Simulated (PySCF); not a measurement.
H5N2O2Ta, SMILES [OH][Ta]([NH2])(=[NH])[OH], multiplicity 1. Coordinates come from a PBE-D3(BJ)/def2-SVP optimisation. The multiplicity is an assumed one; no other spin state was optimised. The structure was generated by enumeration; whether it is a known compound was not checked. The def2 effective core potentials stand for the cores of Ta; spin–orbit coupling is left out. One conformer was computed; it need not be the lowest.

Computed with PBE-D3(BJ)/def2-SVP (PySCF).

Harmonic wavenumbers (cm⁻¹): 166, 172, 183, 185, 214, 292, 314, 358, 423, 436, 475, 563, 567, 584, 662, 678, 685, 957, 1465, 3466, 3572, 3586, 3804, 3807. Rotational constants (GHz): 3.076, 3.022, 2.749; symmetry number 1.

Problem. Work out the zero-point energy and the ideal-gas rigid-rotor harmonic-oscillator thermochemistry at 298.15 K and 1 atm.

Solution. ZPE = ½ Σ hcν = ½ × 27616 cm⁻¹ = 39.48 kcal/mol. H − E(el) = 45.53 kcal/mol. Entropy in cal/(mol K): translation 42.40, rotation 26.93, vibration 20.49, total 89.82. G − E(el) = 18.75 kcal/mol. Cp = 32.69 cal/(mol K).
